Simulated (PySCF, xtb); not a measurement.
C2H3F2, SMILES C[C](F)F (connectivity only; charge and spin as stated), charge +1, multiplicity 1.

GFN2-xTB run with xtb at its own geometry gives an orbital gap of 4.10 eV.

Geometry optimised at PBE-D3(BJ)/def2-SVP. The multiplicity is an assumed one; other spin states were not compared. The isomer is the one that the SMILES or the coordinates give; other isomers of the formula were not compared.

**Question.** What does PBE/def2-TZVPD (PySCF) give? (An estimate is asked for; the answer gives what the named calculation found.)

**Answer.** gap 6.19 eV (levels -17.00 and -10.81 eV).
